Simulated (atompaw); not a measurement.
# Before and after: PAW (atompaw) potential for Te (Z = 52)

| Property | Result |
| --- | --- |
| Element | Te (Z = 52) |
| Generator | atompaw 4.2.0.5 |
| Type | PAW |
| Functional | PBE |
| Relativity | scalar-relativistic |
| Frozen core | [Ar] 3d10 |
| Valence charge | 24 |
| Reference configuration | 4s2 4p6 4d10 5s2 5p2 (charge +2) |
| Partial waves | 4s (bound): rc 0.90 bohr; 5s (bound): rc 1.20 bohr; 4p (bound): rc 1.30 bohr; 5p (bound): rc 1.50 bohr; 4d (bound): rc 1.50 bohr; 4d channel at -3.85 Ry: rc 1.50 bohr |
| Local potential | troulliermartins scheme with l = 3 at 0 Ry, radius 1.10 bohr |
| Core correction | smooth core density matched at 1.50 bohr |
| Augmentation charge | besselshape compensation charge, radius 1.15 bohr; PAW radius 1.50 bohr; waves and projectors: custom polynom2 7 10 vanderbiltortho |

All-electron outer shells of the reference configuration (PBE, scalar-relativistic, ld1.x):

```
shell  level (eV)  outermost node (bohr)  outermost maximum (bohr)
   3d     -579.60                      –                      0.24
   4s     -183.82                   0.38                      0.70
   4p     -133.82                   0.38                      0.74
   4d      -60.99                   0.36                      0.81
   5s      -32.71                   0.91                      1.75
   5p      -22.30                   0.99                      2.04
```

Change: local potential troulliermartins scheme with l = 3 at 0 Ry, radius 0.70 bohr.

Cutoffs: the cutoffs (Ry, on a coarse ladder) from which the occupation-weighted sum of valence levels, in a spherical-Bessel basis at the reference potential, stays within 10 and 1 mRy of its value at 400 Ry; they do not see the model core or the augmentation charge, which bear on the density cutoff.

Question: What does the change do?

Answer: The bound ghosts move from s to p, s; the range in which the d phases agree narrows (upper end 3.3 → 1.9). A state that the projectors do not describe sees the local part alone, so a deeper or shallower local part can create or remove a ghost.

| quantity | base | changed |
| --- | --- | --- |
| cutoff, loose | 300 Ry | 300 Ry |
| cutoff, tight | over 300 Ry | over 300 Ry |
| loose cutoff by channel (10 mRy a level) | s 35 Ry, p 50 Ry, d 40 Ry | s 35 Ry, p 45 Ry, d 40 Ry |
| bound ghosts | s | s, p |
| s: phases at 1.51 bohr within 0.05 rad from the reference energy up to (Ry; the scan ends near 5) | to the end of the scan | to the end of the scan |
| p: phases at 1.51 bohr within 0.05 rad from the reference energy up to (Ry; the scan ends near 5) | 0.6 | 1.0 |
| d: phases at 1.51 bohr within 0.05 rad from the reference energy up to (Ry; the scan ends near 5) | 3.3 | 1.9 |
| lowest overlap eigenvalue by channel | s 0.59, p 0.67, d 0.90 | s 0.62, p 0.66, d 0.90 |

 A true bound ghost makes a file unfit for plane-wave use even where its test errors are small: the radial tests pick states by their node count and pass the ghost by. The cutoffs see the waves, projectors and local potential, not the compensation charge or the core.
